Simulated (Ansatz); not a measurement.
```yaml
crystal:
  periodic: [false, false, false]
  atoms:
    - {symbol: C, position_ang: [-0.440499, 1.268820, -0.678071]}
    - {symbol: O, position_ang: [-0.312082, 0.233069, 0.278212]}
    - {symbol: C, position_ang: [0.683062, 0.505124, 1.247451]}
    - {symbol: In, position_ang: [-0.325946, -1.990224, -0.597050]}
    - {symbol: H, position_ang: [-1.237225, 0.981617, -1.362615]}
    - {symbol: H, position_ang: [-0.704502, 2.207229, -0.180197]}
    - {symbol: H, position_ang: [0.493085, 1.400920, -1.236107]}
    - {symbol: H, position_ang: [0.440939, 1.428320, 1.783438]}
    - {symbol: H, position_ang: [1.667760, 0.602932, 0.777069]}
    - {symbol: H, position_ang: [0.693489, -0.330730, 1.945348]}
    - {symbol: H, position_ang: [-1.790531, -1.783876, -1.496492]}
    - {symbol: H, position_ang: [-0.338884, -2.757180, 0.954830]}
    - {symbol: H, position_ang: [1.191835, -1.800821, -1.420815]}
basis:
  gaussian: {orbitals: def2-mTZVPP}
magnetization: {spin_polarized: true, initial_magnetization: 3}
hamiltonian: {xc: {name: PBEsol}}
accuracy: high
```

```sh
$ ansatz run in.yaml --threads 4 --pin off --events-out ev --progress --plain --max-ram 10444MiB
```

It prints (some lines left out):

```
Error: a molecule whose nuclei and cores have a total charge of 50 cannot have a net charge of 0 together with 3 unpaired electrons
```

In this input the number of unpaired electrons doesn't fit the electron count. The input was rejected before any iteration.
